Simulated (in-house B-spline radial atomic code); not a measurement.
Configurations of neutral gallium, with energies counted from [Ar] 3d10 4s2 4p1. Level of theory: scalar-relativistic (X2C) B3LYP, spin-polarised, spherical fractional occupations, exact exchange averaged over the configuration, Fermi nucleus of rms radius 3.9973 fm; calculated with a radial B-spline atomic code at the basis-set limit. Shells without spins written out take the highest spin.

Occupations are held fixed; configurations that lie above the ionisation limit could autoionise.

```
                configuration  E - E(ref) (eV)  highest orbital  its <r> (bohr)
            [Ar] 3d10 4s2 4d1           4.2389            4d up           9.233
            [Ar] 3d10 4s2 5f1           5.2764            5f up           28.33
         [Ar] 3d9 4s2 4p1 4f1            26.11            4f up           17.04
[Ne] 3s2 3p5 3d10 4s2 4p1 5s1           106.03            5s up           6.607
[Ne] 3s2 3p5 3d10 4s2 4p1 5f1           108.66            5f up           28.31
```

(1) Order these further configurations by energy, lowest first.
A. [Ar] 3d9 4s2 4p1 5f1
B. [Ar] 3d10 4s1 4p1 5s1
C. [Ar] 3d10 4s2 5p1
D. [Ar] 3d9 4s2 4p2
E. [Ar] 3d10 4s1 4p1 4d1

Answers

(1) C (3.8656 eV), B (9.1316 eV), E (10.482 eV), D (19.215 eV), A (26.381 eV).
